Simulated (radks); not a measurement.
Spin polarisation of the 2p3 shell in neutral nitrogen. Start: [He] 2s2 2p(up 1.5, down 1.5); electrons of 2p are moved from spin down to spin up, other shells keep equal spins. Calculated with a radial shooting solver on a logarithmic mesh with Libxc functionals: scalar-relativistic Kohn-Sham, LDA (Slater exchange, Perdew-Wang correlation), spin-polarised, spherical densities, finite nucleus; Fermi nuclear charge, rms radius of each element as measured or else 0.836 A^(1/3) + 0.57 fm.

moment (Bohr magnetons) = 0: E - E(0) (eV) 0.000; e(2p up) (eV) -7.239; e(2p down) (eV) -7.239; 2s down minus up (eV) 0.000
moment (Bohr magnetons) = 0.75: E - E(0) (eV) -0.189; e(2p up) (eV) -7.695; e(2p down) (eV) -6.686; 2s down minus up (eV) 1.070
moment (Bohr magnetons) = 1.5: E - E(0) (eV) -0.757; e(2p up) (eV) -8.049; e(2p down) (eV) -6.029; 2s down minus up (eV) 2.148
moment (Bohr magnetons) = 2.25: E - E(0) (eV) -1.704; e(2p up) (eV) -8.290; e(2p down) (eV) -5.262; 2s down minus up (eV) 3.237
moment (Bohr magnetons) = 3: E - E(0) (eV) -3.026; e(2p up) (eV) -8.390; e(2p down) (eV) -4.373; 2s down minus up (eV) 4.327

At moment 3 the spin-polarisation energy is -3.026 eV and the 2p exchange splitting 4.017 eV, that is 1.339 eV per Bohr magneton; E = -I m^2/4 would give I = 1.345 eV.
